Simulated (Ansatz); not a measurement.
Input file for C2H6BF3S, SMILES `C[S+](C)[B-](F)(F)F`:

```yaml
crystal:
  periodic: [false, false, false]
  atoms:
    - {symbol: C, position_ang: [-0.530147, -1.504946, -0.396421]}
    - {symbol: S, position_ang: [0.246991, 0.031039, -0.891232]}
    - {symbol: C, position_ang: [1.620426, 0.113481, 0.255453]}
    - {symbol: B, position_ang: [-1.091630, 1.433158, 0.041234]}
    - {symbol: F, position_ang: [-0.440784, 2.605918, -0.136233]}
    - {symbol: F, position_ang: [-2.226605, 1.257991, -0.674126]}
    - {symbol: F, position_ang: [-1.146267, 0.992522, 1.326669]}
    - {symbol: H, position_ang: [-1.452012, -1.589300, -0.971161]}
    - {symbol: H, position_ang: [-0.765332, -1.473704, 0.667019]}
    - {symbol: H, position_ang: [0.124501, -2.344078, -0.629383]}
    - {symbol: H, position_ang: [2.097503, 1.081394, 0.104365]}
    - {symbol: H, position_ang: [1.251687, 0.044691, 1.278429]}
    - {symbol: H, position_ang: [2.332068, -0.682865, 0.040088]}
basis:
  gaussian: {orbitals: def2-SVP}
correlation: {method: ccsd_t}
```

```sh
$ ansatz run in.yaml --threads 4 --pin off --events-out ev --progress --plain --max-ram 11315MiB
```

Output of Ansatz, abridged:

```
Functional definition: HF
1286 factors; integrals over basis functions are off by at most 1.2e-3 eV
mean field evaluation 1: about -21751.7413 eV, gradient 4.3e1 eV
mean field evaluation 2: about -21751.8828 eV, gradient 4.3e1 eV
mean field evaluation 4: about -21755.7097 eV, gradient 3.4e0 eV
mean field evaluation 8: about -21755.7550 eV, gradient 1.4e-1 eV
mean field evaluation 16: about -21755.5718 eV, gradient 5.1e-1 eV
mean field -21755.75506189 eV, -799.5092519442 hartree, gradient 9.4e-6 eV, S^2 0.000000; 0 other end points of the search recorded, 0 dependent functions left out
11 core orbitals not correlated: weight in the atoms' cores, before any rotation towards them, 1.000 or more for the frozen orbitals, at most 0.000 for the correlated occupied ones
reference -21755.75506189 eV, -799.5092519442 hartree; 22, 22 occupied and 99, 99 virtual orbitals, 1286 factors
second order -29.04201075 eV of doubles, -0.00000000 eV of singles
cycle   1  -29.67818036 eV  change   -6.4e-1 eV  update   1.1e-1
cycle   2  -30.29745127 eV  change   -6.2e-1 eV  update   3.1e-2
cycle   3  -30.44927006 eV  change   -1.5e-1 eV  update   1.5e-2
cycle   4  -30.44627936 eV  change    3.0e-3 eV  update   3.0e-3
cycle   5  -30.44516636 eV  change    1.1e-3 eV  update   1.2e-3
cycle   6  -30.44550702 eV  change   -3.4e-4 eV  update   3.5e-4
cycle   7  -30.44541637 eV  change    9.1e-5 eV  update   1.2e-4
cycle   8  -30.44534146 eV  change    7.5e-5 eV  update   4.1e-5
cycle   9  -30.44533913 eV  change    2.3e-6 eV  update   1.5e-5
perturbative correction -0.67949946 eV, -0.0249711445 hartree
Total energy: -21786.87990048 eV, -800.6530686651 hartree
```

Hardware: 4 threads of an Intel Xeon Platinum 8488C on a shared host. Wall time 12 s, peak host memory 1 GiB.

The correlation energy is -31.125 eV, 2.2 % of it from (T); the T1 diagnostic reads 0.0106.
